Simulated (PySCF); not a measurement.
# Substituent chemical shifts

Parent skeleton `[CH3:1][SiH:2]([OH:3])[SH:4]`; one hydrogen on atom 2 is replaced by X. Hydrogens on one atom are averaged.

Level of theory: PBE0/pcSseg-1 with gauge-including orbitals, coordinates at the GFN2-xTB level, in PySCF 2.14 (no relativistic terms, averaged over atoms made equivalent by symmetry, fast rotation or ring inversion, in vacuum, a single conformation).

Scale: 13C (186.93 ppm) and 29Si (349.16 ppm) and 1H (31.72 ppm) against TMS; 17O (336.08 ppm) vs H2O; 33S (503.73 ppm) against CS2 (reference shieldings calculated alike).

Known members:
```
       X   C1    Si2    O3      S4  H(C1)  H(S4)
propynyl  7.1  -15.7  50.0  -189.9   0.41   0.19
```

Four more derivatives gave (δ, ppm):
| compound | C1 | Si2 | O3 | S4 | H(C1) | H(S4) |
| --- | --- | --- | --- | --- | --- | --- |
| 1 | 3.6 | -17.9 | 39.8 | -223.5 | 0.35 | 0.09 |
| 2 | 1.9 | 20.3 | 72.1 | -168.1 | 0.32 | 0.57 |
| 3 | 3.5 | 7.6 | 73.4 | -196.1 | 0.54 | 1.19 |
| 4 | 3.4 | 6.0 | 60.8 | -169.4 | 0.49 | 0.65 |

Their substituents are CH2SiH3, CHO, OCHO, Ph. Which is which?

Results:

1: X = CHO (C[Si@@](O)(S)C=O); 2: X = CH2SiH3 (C[Si@](O)(S)C[SiH3]); 3: X = OCHO (C[Si@](O)(S)OC=O); 4: X = Ph (C[Si@@](O)(S)c1ccccc1).

Unscaled 17O shifts of doubly bonded oxygen tend to come out too high, by tens of ppm or more. Experimental scales use liquid or dissolved standards, which lie at an offset from isolated H2O (liquid H2O: subtract about 36 ppm).
